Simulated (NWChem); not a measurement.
System: CHF, singlet; SMILES [CH]F

Here is an NWChem input.

```
start job
memory heap 200 mb stack 900 mb global 1100 mb
geometry units angstroms noautoz
  C      0.152456     0.712169     0.000000
  F     -0.004342    -0.578964     0.000000
  H     -0.911013     1.083269     0.000000
end
basis spherical
  C library def2-svp
  F library def2-svp
  H library def2-svp
end
dft
  xc xwpbe 1.00 cpbe96 1.0 hfexch 1.00
  cam 0.05 cam_alpha 0.0 cam_beta 1.0
  iterations 150
  vectors input atomic output neutral.movecs
end
task dft energy
charge 1
dft
  odft
  mult 2
  vectors input atomic output cation.movecs
end
task dft energy
```

Low-valent species are run as closed-shell singlets; no triplet was tried in these runs. Structure relaxed at the PBE0-D3(BJ)/def2-TZVP level.

Ions are spin-unrestricted doublets at the neutral geometry; other ion states weren't tried. Functional: LC-ωPBE (HJS hole) with def2-SVP; the question gives the range parameter ω in 1/bohr.

### Question
Predict the main results of this run. (LC-wPBE (HJS exchange hole, range parameter 0.05 per bohr)/def2-SVP, vertical spin-unrestricted ions.) Quantities: vertical ionisation energy, ΔSCF (eV); −ε(HOMO) (eV).

### Answer
```
Quantity                               Result
-------------------------------------  ------
vertical ionisation energy, ΔSCF (eV)   10.14
−ε(HOMO) (eV)                            6.14
```
